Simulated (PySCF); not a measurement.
Compound: benzocyclobutene, C₈H₈.
Atom-mapped SMILES: `[cH:1]1[cH:2][cH:3][c:4]2[c:5]([cH:6]1)[CH2:7][CH2:8]2` (hydrogens: H9 on C1; H10 on C2; H11 on C3; H12 on C6; H13, H14 on C7; H15, H16 on C8)

Computed by this run: PySCF 2.14.0, PBE0-D3(BJ)/def2-SVP geometry optimisation, gas phase; density fitting, grid level 1; the optimiser is geomeTRIC in internal coordinates, started from a GFN2-xTB structure.

Step 0: E = -8409.7986 eV
```
atom  x, y, z in Å  |  force x, y, z in eV/Å
C1      2.0503    0.3276   -0.4945    0.039   0.124  -0.212
C2      1.9808   -0.3629    0.7051    0.015  -0.123   0.214
C3      0.7621   -0.7219    1.2833    0.178  -0.017   0.045
C4     -0.3572   -0.3438    0.5862   -0.360   0.131  -0.241
C5     -0.2875    0.3522   -0.6207   -0.386  -0.125   0.200
C6      0.9056    0.7074   -1.1973    0.179   0.017  -0.028
C7     -1.7866    0.4052   -0.7693    0.205  -0.008   0.024
C8     -1.8641   -0.3701    0.5766    0.201   0.005  -0.005
H9      3.0215    0.5785   -0.8971    0.419   0.100  -0.157
H10     2.8999   -0.6311    1.2068    0.399  -0.110   0.201
H11     0.7272   -1.2616    2.2184   -0.014  -0.233   0.407
H12     0.9788    1.2443   -2.1320    0.033   0.233  -0.401
H13    -2.2156    1.4058   -0.7454   -0.220   0.378  -0.024
H14    -2.1806   -0.1328   -1.6301   -0.212  -0.177  -0.339
H15    -2.3052   -1.3630    0.5068   -0.233  -0.378  -0.002
H16    -2.3371    0.1752    1.3918   -0.244   0.184   0.318
```

Question: Estimate the geometry and energy of step 1. (The exact step hangs on the optimiser's Hessian estimate; all steps are aligned on step 0, rigid shifts and turns removed.)

Answer: E = -8409.8436 eV, largest force 0.112 eV/Å
```
atom  x, y, z in Å  |  force x, y, z in eV/Å
C1      2.0674    0.3309   -0.5000    0.070  -0.001   0.003
C2      1.9974   -0.3669    0.7121    0.069   0.000   0.005
C3      0.7714   -0.7235    1.2879   -0.037  -0.045   0.077
C4     -0.3619   -0.3436    0.5853    0.031  -0.017   0.029
C5     -0.2921    0.3509   -0.6206    0.033   0.017  -0.028
C6      0.9151    0.7093   -1.2006   -0.028   0.045  -0.080
C7     -1.7952    0.4078   -0.7746   -0.066   0.043  -0.078
C8     -1.8737   -0.3730    0.5806   -0.076  -0.042   0.071
H9      3.0513    0.5843   -0.9056   -0.026  -0.004   0.006
H10     2.9286   -0.6382    1.2178   -0.026   0.004  -0.007
H11     0.7326   -1.2691    2.2354    0.003   0.019  -0.032
H12     0.9853    1.2542   -2.1467    0.000  -0.018   0.032
H13    -2.2374    1.4174   -0.7531    0.013  -0.024   0.000
H14    -2.2047   -0.1322   -1.6440    0.012   0.012   0.021
H15    -2.3294   -1.3744    0.5118    0.013   0.024   0.001
H16    -2.3621    0.1750    1.4030    0.014  -0.012  -0.020
```

The energy changes by -0.0450 eV. The first-order estimate −F·Δx gives -0.0928 eV and the mean of the old and new forces, exact on a quadratic surface, -0.0459 eV. The step makes an angle of 42° with the force vector and moves no atom by more than 0.032 Å.

What follows is the cost of the whole optimisation. On one thread of an Arm Neoverse N1, shared host, this took 43 s and 0.62 GiB of memory at its peak.
